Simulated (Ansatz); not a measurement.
Molecule: CH$_{6}$ClSi$_{2}$, charge 0, multiplicity 2. It need not be the lowest isomer of its formula. SMILES: C[SiH][SiH2]Cl
Structure (B3LYP-D3(BJ)/def2-TZVP (Ansatz, a first-principles code) minimum search):
```xyz
10

C      2.4047    -0.5004     0.1215
Si     1.0861     0.4033     1.1176
Si    -1.0839    -0.1497     0.4686
Cl    -1.1882     0.1248    -1.5938
H      3.3991    -0.1131     0.3480
H      2.2217    -0.3808    -0.9468
H      2.3959    -1.5689     0.3534
H      1.2842     0.2197     2.5828
H     -2.0904     0.7323     1.0996
H     -1.4705    -1.5598     0.7217
```
Charge 0, spin multiplicity 2.

Property: atomisation energy (electronic, to ground-state atoms), in kcal/mol. Correlated levels leave the core frozen unless marked. UHF or UKS for open shells. Spin-orbit coupling is left out. Non-relativistic unless marked X2C. The coupled-cluster limit lacks core correlation, which all-electron functionals hold. Basis-set limits of correlation are two-point, X^-3; Hartree-Fock from the larger set.

```csv
level,program,atomisation energy (kcal/mol)
PBE-D4/def2-TZVPD,Ansatz + dftd4,763.2
BLYP-D4/def2-TZVPD,Ansatz + dftd4,(withheld)
revPBE-D3(BJ)/def2-TZVPD,Ansatz + dftd3,(withheld)
r2SCAN-D3(BJ)/def2-TZVPD,Ansatz + dftd3,(withheld)
PBE0/def2-TZVP,Ansatz,(withheld)
BHLYP-D4/def2-TZVPD,Ansatz + dftd4,748.9
LC-wPBE-D3(BJ)/def2-TZVPD,Ansatz + dftd3,760.2
SCS-MP2/aug-cc-pV(D+d)Z,Ansatz,709.1
SCS-MP2/aug-cc-pV(T+d)Z,Ansatz,747.4
CCSD/aug-cc-pV(D+d)Z,Ansatz,699.5
X2C-CCSD(T)/cc-pVTZ-DK,Ansatz,734.5
"CCSD(T)/CBS(aug-cc-pV(T+d)Z,aug-cc-pV(Q+d)Z)",Ansatz,761.6
```

Q: Some entries are withheld; supply them.

A: 
- BLYP-D4/def2-TZVPD, atomisation energy (kcal/mol): 750.5
- revPBE-D3(BJ)/def2-TZVPD, atomisation energy (kcal/mol): 749.8
- r2SCAN-D3(BJ)/def2-TZVPD, atomisation energy (kcal/mol): 765.5
- PBE0/def2-TZVP, atomisation energy (kcal/mol): 754.7
